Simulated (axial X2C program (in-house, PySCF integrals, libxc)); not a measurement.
Outer orbitals of BSe⁺ at 1.845 Å, HF

Calculated with an in-house all-electron X2C program for linear molecules (integrals from PySCF). Spin-free means the one-electron spin-free X2C Hamiltonian; two-component (2c) means X2C with spin–orbit coupling and atomic mean-field two-electron Coulomb and Gaunt terms, so the difference of the two also holds small scalar two-electron terms. Basis: Se dyall-cv3z [8s9p6d4f1g], B dyall-v3z [7s6p2d1f] (cores contracted in-house); Gaussian nuclei, density fitting, unrestricted open shells. Masses: Se 79.917 u, B 11.009 u.

The distance is close to the 2c PBE0 minimum; the highest filled and lowest empty levels are listed.

Spin-free orbitals, state M_S = 1, Λ = 1 (beyond evenly filled blocks: σα, π+α, π+β, π-α) (Löwdin shares):

```json
{"symmetry": "σα", "occupied": "yes", "ε (eV)": "-34.48", "atomic character": "62% Se s, 16% B s, 15% B p"}
{"symmetry": "σβ", "occupied": "yes", "ε (eV)": "-31.70", "atomic character": "61% Se s, 17% B s, 16% B p"}
{"symmetry": "σα", "occupied": "yes", "ε (eV)": "-23.92", "atomic character": "45% B s, 36% Se p, 11% Se s"}
{"symmetry": "σβ", "occupied": "yes", "ε (eV)": "-21.59", "atomic character": "54% Se p, 21% B s, 16% Se s"}
{"symmetry": "σα", "occupied": "yes", "ε (eV)": "-19.66", "atomic character": "53% B p, 28% Se p, 14% B s"}
{"symmetry": "π-α", "occupied": "yes", "ε (eV)": "-18.75", "atomic character": "76% Se p, 18% B p, 5% B d"}
{"symmetry": "π+α", "occupied": "yes", "ε (eV)": "-18.75", "atomic character": "76% Se p, 18% B p, 5% B d"}
{"symmetry": "π+β", "occupied": "yes", "ε (eV)": "-17.26", "atomic character": "74% Se p, 19% B p, 6% B d"}
{"symmetry": "π-β", "occupied": "no", "ε (eV)": "-8.25", "atomic character": "66% Se p, 30% B p, 4% B d"}
{"symmetry": "σβ", "occupied": "no", "ε (eV)": "-6.59", "atomic character": "44% B s, 39% B p, 10% Se p"}
{"symmetry": "π-α", "occupied": "no", "ε (eV)": "-5.89", "atomic character": "72% B p, 15% Se p, 9% Se d"}
{"symmetry": "π+α", "occupied": "no", "ε (eV)": "-5.89", "atomic character": "72% B p, 15% Se p, 9% Se d"}
```

Spinors with spin–orbit coupling (state Ω = 2):

```csv
ω,occupied,ε (eV),atomic character,λ mixture
1/2,yes,-34.44,"62% Se s, 16% B s, 15% B p",100% σ
-1/2,yes,-31.70,"61% Se s, 17% B s, 16% B p",100% σ
1/2,yes,-23.91,"45% B s, 36% Se p, 11% Se s",100% σ
-1/2,yes,-21.58,"54% Se p, 21% B s, 15% Se s",100% σ
1/2,yes,-19.65,"53% B p, 28% Se p, 14% B s",100% σ
-1/2,yes,-18.85,"76% Se p, 17% B p, 5% B d",100% π
3/2,yes,-18.57,"74% Se p, 19% B p, 5% B d",100% π
1/2,yes,-17.39,"75% Se p, 18% B p, 6% B d",100% π
-3/2,no,-8.17,"65% Se p, 30% B p, 4% B d",100% π
-1/2,no,-6.57,"44% B s, 39% B p, 10% Se p",100% σ
3/2,no,-5.90,"70% B p, 16% Se p, 9% Se d",100% π
-1/2,no,-5.90,"72% B p, 14% Se p, 9% Se d",100% π
```

**Question.** How does the gap between the highest filled and lowest empty level change from the spin-free to the 2c table?

**Answer.** From 9.01 to 9.22 eV at HF, a change of 0.21 eV.

Mulliken charges and populations of the two-component result (they depend on the basis, above all on diffuse functions):

Se 0.51 e (s 7.89 p 15.53 d 10.06 f 0.01), B 0.49 e (s 3.28 p 1.14 d 0.08 f 0.01). ⟨Lz⟩ = 1.00 ħ and ⟨Sz⟩ = 1.00 ħ (0.50 and 0.49 on the two atoms), which add up to Ω.

The state is one determinant whose occupation by symmetry is held fixed; it was picked as the lowest of a PBE0 search that is not exhaustive. Other states lie close and PBE0, whose exact exchange favours high spin, may order them wrongly; the determinant shown need not be the ground state. The nearest other spin-free determinant of the search, M_S = 0, Λ = 1, lies 0.10 eV up at the distance of the search. With several unpaired electrons one determinant need not be a pure state. A state of lower Ω lies just above, and one determinant can place such states too high, so the state shown need not be the lowest. The search has Ω = 1 only 0.11 eV up. Open-shell Ω = 0 determinants with evenly filled partner blocks cannot be reached by this program, so the Ω shown need not be the lowest component.
